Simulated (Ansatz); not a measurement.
Reaction (formal exchange of groups at a Ge–C bond): `C[C](=S)[GeH3]` + dimethylamine → `CN[CH2][GeH3]` + `CC=S`

Isolated molecules relaxed with PBE0-D4/def2-TZVP in Ansatz; ΔE leaves out vibrations. CBS: MP2 limit from def2 TZ/QZ plus the TZ coupled-cluster correction, frozen cores. Functionals use def2-TZVPP. B3LYP here is the variant with VWN-RPA as its local correlation; programs differ in this. For Ge outer-core shells are correlated without core-valence functions, which leaves a few kJ/mol of doubt a bond. Scalar relativity is left out up to krypton. One conformer a species, not always the lowest.

| level | ΔE (kJ/mol) | difference from CCSD(T)/CBS |
| --- | --- | --- |
| r2SCAN-D4 | 7.1 | 0.5 |
| B3LYP-D4 | 7.2 | 0.6 |
| ωB97X-V | 4.7 | -1.9 |
| HF/def2-TZVPP | 2.6 | -4.0 |
| SCS-MP2/def2-TZVPP | 7.4 | 0.8 |
| CCSD(T)/def2-TZVPP | 5.7 | -0.9 |
| MP2/def2-QZVPP | 8.8 | 2.2 |
| HF/CBS(def2) | 2.5 | -4.1 |
| MP2/CBS(def2) | 9.2 | 2.6 |
| CCSD/CBS(def2) | 5.1 | -1.5 |
| CCSD(T)/CBS | 6.6 | 0 |

Largest T1 diagnostic among the species: 0.016.

In def2-TZVPP, CCSD(T) changes the Hartree–Fock value by +3.1 kJ/mol (the triples alone add +1.5 kJ/mol) and MP2 by +5.7 kJ/mol.
